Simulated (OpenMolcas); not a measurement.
# Ionisation energies of niobium

| Property | Result |
| --- | --- |
| Program | OpenMolcas |
| Basis | ANO-R3 [8s6p6d3f2g1h] |
| Scalar Hamiltonian | X2C, finite nucleus |
| Spin-orbit coupling | state interaction with AMFI integrals over the reference wave functions, term energies averaged over their components |

Active shells in each charge state: the valence d, s shells, with orbitals averaged over the low states. Where CASPT2's correlated closed shells are named, they are those of the first ion.

A. CASSCF
B. SS-CASPT2, IPEA 0.25 Eh, imaginary shift 0.1 Eh (closed shells correlated: 4s 4p)
C. SS-CASPT2, IPEA 0 Eh, imaginary shift 0.1 Eh (closed shells correlated: 4s 4p)
D. SS-CASPT2, IPEA 0.25 Eh, imaginary shift 0.1 Eh (closed shells correlated: 3d 4s 4p)

Energies in eV between the lowest computed levels, named as in B; reference values from the NIST Atomic Spectra Database with their kind.

```csv
From,To,A,B,C,D,Spin-orbit share in B,Reference
Nb 4d4 5s 6D 1/2,Nb+ 4d4 5D0,6.115,6.770,6.963,6.787,-0.024,6.759 (measured)
Nb+ 4d4 5D0,Nb2+ 4d3 4F 3/2,12.910,14.117,14.194,14.102,-0.030,14.320 (semi-empirical)
```

Other lowest levels: A, Nb 4d4 5s 6D 1/2 to 4d3 5s 5F1; A, Nb+ 4d3 5s 5F1 to 4d3 4F 3/2.

Error against the reference values, in %:

```json
{"From": "Nb", "Reference": "measured", "A": "-9.5", "B": "+0.2", "C": "+3.0", "D": "+0.4"}
{"From": "Nb+", "Reference": "semi-empirical", "A": "-9.8", "B": "-1.4", "C": "-0.9", "D": "-1.5"}
```

Absolute error against the one measured value: A 0.64 eV, B 0.01 eV, C 0.20 eV, D 0.03 eV. B lies closest.

The lowest level within the active space need not be the ion's true ground level.
